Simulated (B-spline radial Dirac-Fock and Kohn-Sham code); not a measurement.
ΔSCF core binding energies without Breit or QED terms, calculated with a radial B-spline solver.

A sound run for thulium as Tm⁴⁺, configuration 1s2 2s2 2p6 3s2 3p6 3d10 4s2 4p6 4d10 4f11 5s2 5p6: The ground state converged in 11 iterations, with total energy -13571.40642 Ha, virial ratio 1.90341 and highest orbital energy -69.49 eV. ΔSCF binding energies: K (1s) 59723.2 eV, L3 (2p3/2) 8731.0 eV, M5 (3d5/2) 1533.4 eV.

A second run, with one unsound setting: The ground state converged in 13 iterations, with total energy -223.65436 Ha, virial ratio 28.61547 and highest orbital energy -6.71 eV. ΔSCF binding energies: K (1s) 23.12 eV, L3 (2p3/2) 22.29 eV, M5 (3d5/2) 20.67 eV.

```
iter   energy (Ha)        error
   1     -161.23173210  2.86e-01
   2      -92.17245449  1.21e+00
   3     -217.05502011  1.85e-01
   4     -222.29077399  9.64e-02
   5     -222.82542636  8.51e-02
   6     -223.44048749  3.15e-02
   7     -223.62064795  1.23e-02
   8     -223.65416409  6.55e-04
   9     -223.65434063  1.64e-04
  13     -223.65436315  4.18e-07
```

Question: Which fault fits the second run best?
A. tolerance below the noise
B. functional not served
C. unbound anion
D. nuclear radius in wrong units

Answer: D. The input had radius_factor = 100000.0: radius_factor inflates the nucleus far beyond its size, which weakens the binding of the inner electrons.
